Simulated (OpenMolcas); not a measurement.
**Ta3+ in a ligand field**

Ta3+ with 6 ligands (fluoride) in octahedral coordination (Oh) at 2.03 Å. A charge of +0.5 e stands 3.2 Å behind each ligand. Ligand basis ANO-RCC-VDZP.
```
Ta    0.0000    0.0000    0.0000
F     2.0300    0.0000    0.0000
F     0.0000    2.0300    0.0000
F    -2.0300    0.0000    0.0000
F     0.0000   -2.0300    0.0000
F     0.0000    0.0000    2.0300
F     0.0000    0.0000   -2.0300
```

```yaml
Program: OpenMolcas
Method: SS-CASPT2, IPEA 0.25 Eh, imaginary shift 0.1 Eh (the lowest 17 gerade and 18 ungerade orbitals frozen, chosen by energy and not by shell, so the metal 5p can be frozen and 4f correlated)
Basis: ANO-RCC-VTZP [8s7p5d3f2g1h]
Scalar_Hamiltonian: DKH2, point nucleus
Active_space: 2 electrons in 5 orbitals (5d)
State_averaging: 2S+1 = 3 even, 10 roots; 2S+1 = 1 even, 15 roots
Spin-orbit_coupling: RASSI with atomic mean-field integrals over the reference wave functions
```

The lowest spin-free states (labels of O, the rotations of Oh), above the lowest:

```json
{"State": "3T1", "Degeneracy": "3", "E (cm-1)": "0"}
{"State": "1T2", "Degeneracy": "3", "E (cm-1)": "8090"}
{"State": "1E", "Degeneracy": "2", "E (cm-1)": "8140"}
{"State": "1A1", "Degeneracy": "1", "E (cm-1)": "17760"}
{"State": "3T2", "Degeneracy": "3", "E (cm-1)": "28170"}
{"State": "3T1", "Degeneracy": "3", "E (cm-1)": "34350"}
{"State": "1T2", "Degeneracy": "3", "E (cm-1)": "36750"}
{"State": "1T1", "Degeneracy": "3", "E (cm-1)": "38770"}
{"State": "3A2", "Degeneracy": "1", "E (cm-1)": "57950"}
{"State": "1E", "Degeneracy": "2", "E (cm-1)": "65290"}
{"State": "1A1", "Degeneracy": "1", "E (cm-1)": "72740"}
```

The lowest levels with spin-orbit coupling:

```csv
E (cm-1),Degeneracy,Label,2S+1
0,2,E,3
210,3,T2,3
3230,3,T1,3
4130,1,A1,3
10050,3,T2,1
10340,2,E,1
19980,1,A1,1
29250,1,A2,3
29850,3,T2,3
30740,3,T1,3
30840,2,E,3
35110,1,A1,3
35780,3,T1,3
36480,3,T2,3 (69 %)
37730,2,E,3
39950,3,T2,1 (68 %)
41310,3,T1,1
60710,3,T2,3
67900,2,E,1
75400,1,A1,1
```

Powder χT (cm3 K/mol): 0.00127 at 2 K, 0.00635 at 10 K, 0.0319 at 50 K, 0.0645 at 100 K, 0.115 at 200 K, 0.152 at 300 K. The effective moment at 300 K is 2.828 √(χT) = 1.10 μB.

The lowest level has 2S+1 = 3, for which the spin-only value is χT = S(S+1) / 2 = 1.000 cm3 K/mol (g = 2). The computed 0.152 at 300 K differs by -0.848, through orbital momentum, spin-orbit coupling and any other state in reach. With a threefold ground state the orbital momentum is unquenched, so the spin-only value is not expected to hold.

A least-squares ligand-field fit to the states below 45000 cm-1, each weighted by its degeneracy and with a free common offset, gives 10Dq = 29204 cm-1, B = 496 cm-1 and C = 2298 cm-1 (C/B = 4.63), with an rms deviation of 154 cm-1.

Roots that are degenerate in the reference are averaged as groups; the widest CASPT2 spread within a group is 31 cm-1 (the 2-fold group of multiplicity 1 near 8140 cm-1 above the lowest state of its run). Shifts and gaps below about the spread of the groups concerned are not significant. Over all roots computed the reference weight is 0.72 to 0.73; a low but even weight reflects the number of correlated electrons. An orbital triplet at a regular site is open to Jahn-Teller coupling, which can distort the site and quench the lowest spin-orbit gaps and is left out. The least metal-like active orbital is 80 % on the metal (Löwdin) and no ligand orbital is active, so the numbers are rough. Ligand-to-metal charge-transfer states are missing. With no ligand orbital active B as a rule stays too high, so bands that hang on it stand too high and its fall with covalency is understated. With one d shell and no ligand orbital active, 10Dq can be off by a tenth or more. No measured value stands beside these numbers; the geometry was imposed, not optimised, and the real ion may take another.

The CASPT2 steps took 3.7 min on 1 thread of Intel(R) Xeon(R) Platinum 8259CL CPU @ 2.50GHz (Skylake/Cascade Lake), on a shared host; the integral step is not counted.
